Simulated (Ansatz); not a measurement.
F₃La, singlet, geometry from GFN2-xTB (such geometries of metal compounds can be far from the true shape) (core potentials on La); Ansatz (a first-principles code) with R2SCAN/def2-SVP.

The Ansatz input:
Ansatz 0.2 input:
```yaml
crystal:
  periodic: [false, false, false]
  atoms:
    - {symbol: La, position_ang: [0.03101627, -0.05651823, -0.13480663]}
    - {symbol: F, position_ang: [-1.70864996, -0.89419144, 0.33144867]}
    - {symbol: F, position_ang: [-0.05107305, 1.90142145, -0.45924858]}
    - {symbol: F, position_ang: [1.56328666, -0.64928125, 0.98157523]}
basis:
  gaussian:
    orbitals: def2-SVP
    fitting: {mean_field: def2-universal-JKFIT}
hamiltonian:
  xc: r2scan
```

Q: What does Ansatz print? Leave out banner, timings and long lists.

A: 
```
Functional definition: r2SCAN
458 factors; integrals over basis functions are off by at most 8.6e-2 eV
mean field evaluation 1: about -8999.1052 eV, gradient 6.8e1 eV
mean field evaluation 2: about -8961.8281 eV, gradient 1.6e2 eV
mean field evaluation 4: about -9006.3498 eV, gradient 2.1e0 eV
mean field evaluation 8: about -9006.3661 eV, gradient 1.6e-2 eV
mean field -9006.36607110 eV, -330.9778483788 hartree, gradient 7.5e-5 eV, S^2 0.000000; 0 other end points of the search recorded, 0 dependent functions left out
reference -9006.36609620 eV, -330.9778493010 hartree; 19, 19 occupied and 55, 55 virtual orbitals, 458 factors
Total energy: -9006.36609620 eV, -330.9778493010 hartree
```
